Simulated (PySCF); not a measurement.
C₅H₉N, SMILES C=C1CN(C)C1.

The structure is a stationary point at B3LYP-D3(BJ)/def2-SVP.

All values below come from PBE/def2-TZVP in PySCF.

Symmetry labels are those of the subgroup Cs that the program uses (full group Cs).

Computed valence orbital energies around the gap with their symmetry:
| orbital | symmetry | energy (eV) |
|---|---|---|
| HOMO−7 | A" | -10.23 |
| HOMO−6 | A' | -9.87 |
| HOMO−5 | A" | -9.60 |
| HOMO−4 | A' | -8.59 |
| HOMO−3 | A" | -8.44 |
| HOMO−2 | A" | -7.63 |
| HOMO−1 | A' | -6.28 |
| HOMO | A' | -4.88 |
| LUMO | A' | -0.86 |
| LUMO+1 | A' | 0.49 |
| LUMO+2 | A' | 0.95 |
| LUMO+3 | A" | 1.66 |
